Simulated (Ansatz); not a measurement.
Basis-set extrapolation for `[F][AlH][NH][SiH3]` (PBE0-D4/def2-TZVP geometry, frozen core, the Gaussian-basis code of Ansatz). Multiplicity 1, RHF reference.

|  | def2-TZVPP | def2-QZVPP |
| --- | --- | --- |
| HF | -687.881677 | -687.906505 |
| MP2 correlation | -0.668212 | -0.723402 |
| CCSD(T) correlation | -0.724644 | not run |

Energies in hartree. Use E(X) = E(∞) + A·exp(−7.88·√X) for Hartree–Fock and E(X) = E(∞) + B·X^(−2.97) for correlation, with X = 3 and 4, and add CCSD(T) minus MP2 of the smaller set to the MP2 limit.

Problem. What is the CCSD(T) energy at the basis-set limit?

Solution. HF limit: -687.906505 + (-0.024828) × 0.13774 = -687.90992. MP2 limit: -0.723402 + (-0.055190) × 0.74074 = -0.76428. Higher-order term: -0.724644 − (-0.668212) = -0.05643. Total: -688.73063 hartree, 326.4 kJ/mol below CCSD(T)/def2-TZVPP.
